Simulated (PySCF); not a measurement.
A side-by-side comparison of computed properties.

First species: C₆H₉NO₂Si.
SMILES: `C/C=C(\C#N)O[SiH2]C(C)=O`

Second species: C₅H₁₀N₃PSi.
SMILES: `P[Si@@](N)(n1cccc1)N=C`

Levels: PBE0/pcSseg-1 for dipole moment, HOMO energy, LUMO energy and HOMO–LUMO gap; GFN2-xTB for rotational constant A and rotational constant C. Geometries: GFN2-xTB. Each species is one conformer at its optimised geometry, gas phase, non-relativistic unless stated; the electronic structure was computed with PySCF and density fitting.

The conformers computed, where there is a choice (atom-mapped SMILES and torsion angles):
- `[CH3:1]/[CH:2]=[C:3](\[C:4]#[N:5])[O:6][SiH2:7][C:8]([CH3:9])=[O:10]`: C2–C3–O6–Si7 -7°, C3–O6–Si7–C8 -179°, O6–Si7–C8–C9 -5°
- `[CH2:1]=[N:2][Si@@:3]([NH2:4])([PH2:5])[n:6]1[cH:7][cH:8][cH:9][cH:10]1`: C1–N2–Si3–N4 131°, N2–Si3–N6–C7 53°, H–N4–Si3–N2 174°, H–N4–Si3–N2 37°, H–P5–Si3–N2 -47°, H–P5–Si3–N2 46°

Which has the higher dipole moment?

The first: 3.15 D against 1.85 D, a difference of 1.30 D.

Which has the higher rotational constant C?

The second: 0.644 GHz against 0.461 GHz, a difference of 0.183 GHz.

Which has the higher LUMO energy?

The second: -1.10 eV against -1.44 eV, a difference of 0.34 eV.

Which of the two has the higher HOMO–LUMO gap, and by how much?

The first: 5.68 eV against 5.05 eV, a difference of 0.63 eV.

Which has the higher rotational constant A?

The first: 2.259 GHz against 1.322 GHz, a difference of 0.937 GHz.

Which has the higher HOMO energy?

The second: -6.15 eV against -7.12 eV, a difference of 0.97 eV.

On the first: The dipole matches unit charges of opposite sign 0.66 Å apart (1 e·Å = 4.8032 D).

On the second: In atomic units the dipole is 0.73 e·bohr (1 au = 2.5417 D). A dipole of 1.85 D is allowed in C1, and pure rotational transitions are dipole-allowed.
